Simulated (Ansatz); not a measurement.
Ideal-gas functions of BF2H4NSi, SMILES `N[SiH2]B(F)F` at 400 K and 1 bar, from an Ansatz frequency run at PBE0-D4/def2-TZVP.

Molar mass 94.93 g/mol, point group Cs (symmetry number 1), electronic degeneracy 1, moments of inertia 72.421, 227.698, 291.424 u Å². Harmonic wavenumbers (cm⁻¹, unscaled): 34, 112, 117, 287, 316, 365, 419, 584, 609, 741, 841, 873, 910, 917, 1257, 1357, 1586, 2212, 2216, 3601, 3691.

Use S(trans) = R[1.5 ln M + 2.5 ln T − 1.1517]; rotational temperatures θ = 24.2544 K / I; S(rot) = R[ln(√π/σ · √(T³/θAθBθC)) + 1.5]; for each mode x = 1.438777 ν̃/T, S = R[x/(eˣ − 1) − ln(1 − e⁻ˣ)] and H = RT x/(eˣ − 1); 1 cm⁻¹ = 0.0119627 kJ/mol; R = 8.31446 J/(mol·K).

Question: By hand: the entropy, in J/(mol·K).

Answer: Translation 171.7. Rotation: θ = 0.3349, 0.1065, 0.0832 K, giving 116.1. Vibration, mode by mode: 25.79, 15.93, 15.57, 8.41, 7.68, 6.62, 5.65, 3.52, 3.28, 2.26, 1.70, 1.55, 1.39, 1.36, 0.50, 0.37, 0.19, 0.03, 0.03, 0.00, 0.00, in all 101.8. Electronic 0.0. Sum 389.6 J/(mol·K).

Question: By hand: H − E and G − E in kJ/mol, counted from the electronic energy.

Answer: Zero-point energy ½ × 23045 × 0.0119627 = 137.8; thermal vibration 20.0; translation, rotation and pV give 4 RT = 13.3. H − E = 171.1 kJ/mol, and G − E = 171.1 − 400 × 389.6/1000 = 15.3 kJ/mol.

Vibration gives 26 % of the entropy, 57.3 J/(mol·K) of it from the modes under 150 cm⁻¹: soft modes count most, and the harmonic formula is weakest for them. The sum counts one conformer and one mirror image; others add a mixing term.
